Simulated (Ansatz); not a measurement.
Consider the redistribution: `C[S][Zn][S]C` + `[NH2][Ge][SH]` → `C[S][Zn][SH]` + `C[S][Ge][NH2]`.

Computed with Ansatz on PBE0-D4/def2-TZVP structures; ΔE is electronic, products minus reactants. CCSD(T)/CBS adds triple-zeta CCSD(T) − MP2 to the extrapolated MP2 energy (def2 sets, frozen cores). DFT in def2-TZVPP. For Ge, Zn outer-core shells are correlated without core-valence functions, which leaves a few kJ/mol of doubt a bond. Scalar relativity is left out up to krypton. One conformer a species, not always the lowest.

`C[S][Zn][S]C`:

```xyz
11

C    -0.827   -1.612   -2.225
S    -1.964   -0.568   -1.252
Zn   -0.608    0.784   -0.249
S     0.728    2.159    0.748
C     1.067    1.302    2.323
H    -0.263   -1.027   -2.950
H    -0.143   -2.168   -1.586
H    -1.451   -2.323   -2.765
H     1.742    1.948    2.883
H     0.160    1.161    2.908
H     1.559    0.344    2.164
```

`[NH2][Ge][SH]`:

Z-matrix (Å, degrees):
```
N
Ge 1 1.818
H 1 1.007 2 120.7
H 1 1.008 2 126.7 3 180.0
S 2 2.255 1 95.1 3 180.0
H 5 1.342 2 93.5 1 -180.0
```

`C[S][Zn][SH]`:

Cartesian coordinates in Å:
```
C -1.098 -1.298 0.114
S -1.417 0.432 -0.369
Zn 0.576 1.257 -0.469
S 2.569 2.092 -0.600
H -2.074 -1.778 0.189
H -0.607 -1.363 1.084
H -0.510 -1.825 -0.636
H 2.562 2.483 0.687
```

`C[S][Ge][NH2]`:

```xyz
9

C    -1.518    0.292    1.294
S    -0.292    0.876    0.093
Ge    0.707   -1.054   -0.429
N     1.890   -0.344   -1.614
H    -2.518    0.539    0.938
H    -1.347    0.781    2.252
H    -1.449   -0.789    1.431
H     2.555   -0.929   -2.093
H     1.972    0.627   -1.871
```

Q: Is it downhill or uphill in electronic energy at CCSD(T)/CBS, and by how much? (Estimate.)

A: Ansatz gave: Downhill: ΔE = -11.4 kJ/mol.

Q: What do these levels give: r2SCAN-D4, PBE0-D4, ωB97X-V, B2PLYP, r2SCAN, HF/def2-TZVPP, CCSD/def2-TZVPP, MP2/def2-QZVPP, SCS-MP2/def2-QZVPP, HF/CBS(def2), MP2/CBS(def2), CCSD/CBS(def2)? (An estimate is asked.)

A: Computed: r2SCAN-D4 -10.0, PBE0-D4 -10.6, ωB97X-V -10.1, B2PLYP -9.7, r2SCAN -9.9, HF/def2-TZVPP -9.2, CCSD/def2-TZVPP -10.9, MP2/def2-QZVPP -12.1, SCS-MP2/def2-QZVPP -10.7, HF/CBS(def2) -9.0, MP2/CBS(def2) -12.2, CCSD/CBS(def2) -11.0 kJ/mol.

Largest T1 diagnostic among the species: 0.014.
